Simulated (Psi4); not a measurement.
## InH2OF: a line through the functionals

The species is InH2OF (5 atoms), meant as a singlet with charge 0. As SMILES, `[OH][InH][F]`. The coordinates come from a PBE0-D4/def2-TZVP relaxation. This is a higher conformer, about 10 kJ/mol above the lowest found by a separate search.

The HOMO–LUMO gap y, in eV, basis def2-SVP with a core potential; a is the functional's share of exact exchange. Programs: Psi4 1.11.

| functional | program | a | y (eV) |
| --- | --- | --- | --- |
| PBE | Psi4 | 0 | 4.84 |
| r2SCAN | Psi4 | 0 | 5.51 |
| TPSSh | Psi4 | 0.1 | ? |
| B3LYP | Psi4 | 0.2 | 6.80 |
| PBE0 | Psi4 | 0.25 | 7.40 |
| BHLYP | Psi4 | 0.5 | 9.60 |

Fit y = c + s·a to the known rows and predict TPSSh.


1. Means of the 5 rows: a = 0.1900, y = 6.830.
2. Σ(Δa)² = 0.172, Σ(Δa·Δy) = 1.5215, so the slope is 1.5215/0.172 = 8.8459.
3. Intercept: 6.830 − (8.8459) × 0.1900 = 5.149. The largest residual of the fit is 0.36.
4. TPSSh: 5.149 + (8.8459) × 0.1 = 6.03 eV.

The run gave 6.12 eV, so the prediction is off by -0.09 eV, within the largest residual. Exact exchange lowers occupied levels and raises empty ones. The rows mix families of semi-local functionals, which the line can't see.
